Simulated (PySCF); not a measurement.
PySCF was given this input:
```python
from pyscf import gto, scf, dft

mol = gto.M(
    atom='''
F    -1.40208683   -0.30199118    1.13699616
C    -0.67438902   -0.33860083   -0.04056124
F    -1.47330388    0.40107555   -0.99534071
C     0.69883674   -0.27984565    0.06640714
F     1.42526080   -0.28423375   -1.11249685
F     1.43383143    0.59744702    0.95361079
''',
    basis='def2-svpd',
    charge=-1,
    spin=1,
    verbose=3,
)

mf = dft.UKS(mol)
mf.xc = 'camb3lyp'
mf.kernel()
```

Q: What does this run give for the <S^2>, total energy, HOMO energy?

A: 
```yaml
"<S^2>": 0.767
total_energy: -475.0511 Eh
HOMO energy: -1.09 eV
```

These values belong to the state on which the SCF converged, which isn't shown to be the lowest.

Q: Roughly what does it cost on one core?

A: about 50 core-seconds (a rough figure).
